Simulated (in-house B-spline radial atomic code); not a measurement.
The arsenic ion As²⁺ is squeezed into an impenetrable sphere of radius R (the orbitals vanish at R). No spin polarisation. Method: non-relativistic Hartree-Fock, average of configuration, point nucleus. Calculated with a radial B-spline atomic code at the basis-set limit.

Energies in eV above the free ion in [Ar] 3d10 4s2 4p1:

| R (bohr) | highest level (eV) | [Ar] 3d10 4s2 4p1 | [Ar] 3d10 4s1 4p1 4f1 | [Ar] 3d10 4s2 4f1 | -dE/dV in [Ar] 3d10 4s2 4p1 (GPa) |
| --- | --- | --- | --- | --- | --- |
| 8.83 | -27.5 | 5.472e-05 | 29.37 | 20.21 | 0.000143 |
| 6.15 | -27.5 | 0.02522 | 32.19 | 23.11 | 0.126 |
| 4.95 | -27.3 | 0.3268 | 36.47 | 27.39 | 2.38 |
| 3.94 | -25.8 | 2.533 | 45.71 | 36.25 | 27.8 |
| 3.39 | -23 | 7.473 | 57.2 | 46.97 | 110 |
| 3.11 | -20.2 | 12.94 | 67.08 | 56.16 | 226 |
| 2.45 | -4.49 | 48.82 | 116.6 | 102.5 | 1470 |
| 2.17 | 11.1 | 89.32 | 163.2 | 146.9 | 3640 |
| 1.82 | 50.4 | 204.1 | 281.5 | 261.3 | 13300 |
| 1.48 | 140 | 513.9 | 574.9 | 551 | 59500 |

**Question.** Does [Ar] 3d10 4s1 4p1 4f1 fall below [Ar] 3d10 4s2 4p1 under compression?

**Answer.** No, it stays above over the whole range.

**Question.** Does [Ar] 3d10 4s2 4f1 fall below [Ar] 3d10 4s2 4p1 under compression?

**Answer.** No, it stays above over the whole range.

The highest level is first positive in the row R = 2.17 bohr, pushed up by confinement above the zero of the free ion's potential. Each configuration is held fixed and needn't be the lowest in the sphere.
